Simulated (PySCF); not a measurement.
## Electron correlation in Xe⁶⁺ (xenon, charge +6)

Starting occupation: [Kr] 4d10 5s2. All numbers are calculated (PySCF 2.14, X2C-1e with screened-nucleus spin-orbit coupling, Gaussian nucleus, in x2c-TZVPPall-2c with one added diffuse shell each of s, p, d, f type (9s10p6d3f, 90 functions)). Frozen: [Ar] 3d10; 20 electrons correlated; the 6 highest virtual spinors left out.

MP2 pair energies summed by pair of shells (mhartree):

```csv
pair,energy,share (%)
4d3/2-4d5/2,-128.01,23.8
4d5/2-4d5/2,-96.11,17.9
4d5/2-5s1/2,-57.92,10.8
4d3/2-4d3/2,-42.23,7.8
4d3/2-5s1/2,-38.18,7.1
4d5/2-4p3/2,-28.33,5.3
5s1/2-5s1/2,-28.28,5.3
4d3/2-4p3/2,-19.32,3.6
4p3/2-4p3/2,-14.91,2.8
4d5/2-4p1/2,-14.57,2.7
4p1/2-4p3/2,-13.81,2.6
4d5/2-4s1/2,-11.31,2.1
4d3/2-4p1/2,-9.19,1.7
4p3/2-5s1/2,-7.87,1.5
4d3/2-4s1/2,-7.49,1.4
4p3/2-4s1/2,-6.66,1.2
4p1/2-4p1/2,-3.78,0.7
4p1/2-5s1/2,-3.52,0.7
4p1/2-4s1/2,-3.38,0.6
4s1/2-4s1/2,-2.38,0.4
4s1/2-5s1/2,-0.97,0.2
```

Total MP2 correlation energy: -538.22 mhartree.

The virtual space was cut to 104 spinors, which keep -538.16 of the -538.22 mhartree of MP2 correlation.

| level | correlation energy (mhartree) |
| --- | --- |
| CCSD | -508.08 |

Diagnostics: T1 = 0.0032, largest double amplitude 0.078.

Cost of the coupled-cluster step: 270 s of wall time on 4 threads of Neoverse-V1 (shared host), for 20 occupied and 104 virtual spinors.

This basis was not built for core-valence correlation, so the inner-shell part is incomplete.
